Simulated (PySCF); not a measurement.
# From computed data to an observable: oscillator strength and radiative lifetime

CH₅FO₂Si₂, SMILES F[Si@@]1(O)CO[SiH2]1.

Geometry: TPSSh-D3(BJ)/def2-SVP. The structure was generated by enumeration; whether it is a known compound was not checked. One conformer was computed; it need not be the lowest.

PySCF 2.14.0 with TDA-PBE/def2-SVPD puts the first singlet state with f over 0.02 at 5.85 eV (vertical), with the transition dipole (-0.426, 0.388, 0.202) in atomic units.

Find the oscillator strength, the wavelength and the radiative lifetime that this transition would have in vacuum if emission retraced absorption.


|μ|² = 0.3728 au, so |μ| = 1.55 D. ΔE = 5.85/27.211 = 0.2150 hartree. f = (2/3) ΔE |μ|² = 0.053 (the program prints 0.053).
λ = 1239.84/5.85 = 212 nm; ν = 47183 cm⁻¹.
Einstein's coefficient A = 0.6670 ν² f s⁻¹ (ν in cm⁻¹) = 7.9e7 s⁻¹, so τ = 1/A = 13 ns. This state is S4; the lower singlets have f = 0.015, 0.010, 0.004. The figure is the radiative limit of this one transition; relaxation, internal conversion, crossing to triplets and a medium change what is measured.
